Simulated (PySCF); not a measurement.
Isomers of CH8BNO. Computed with PySCF 2.14.0, PBE0-D3(BJ)/def2-SVP geometry optimisation, gas phase. One conformer each; no zero-point energy, no entropy. No frequencies were run at this level. Point groups hold within 0.08 Å.

Problem. Rank from lowest to highest electronic energy at this level (kcal/mol).
A. `[CH3:1][O:2][BH2-:3][NH3+:4]` with C1–O2–B3–N4 85°
B. `[NH3+:1][BH2-:2][CH2:3][OH:4]` with N1–B2–C3–O4 -48°, B2–C3–O4–H -68°

Solution. A (0.0), B (15.1).

As drawn, the lower has a B–O bond, which the higher lacks; the higher has an O–H bond, which the lower lacks.

```tsv
SMILES	E (Eh)	E rel (kcal/mol)	dipole (D)	point group	A, B, C (MHz)
CO[BH2-][NH3+]	-197.40268	0.0	5.44	C1	15582, 4573, 4079
[NH3+][BH2-]CO	-197.37859	15.1	3.87	C1	11823, 5509, 4359
```

Problem. How do the relative energies change in single points at PBE0/pcSseg-1 (no added dispersion term) on the same geometries?

Solution. 
```json
{"SMILES": "CO[BH2-][NH3+]", "PBE0-D3(BJ)/def2-SVP (kcal/mol)": "0.0", "PBE0/pcSseg-1 (kcal/mol)": "0.0", "shift": "0.0"}
{"SMILES": "[NH3+][BH2-]CO", "PBE0-D3(BJ)/def2-SVP (kcal/mol)": "15.1", "PBE0/pcSseg-1 (kcal/mol)": "15.1", "shift": "0.0"}
```

Each column counts from its own lowest isomer. The order is unchanged; the largest shift is 0.0 kcal/mol.
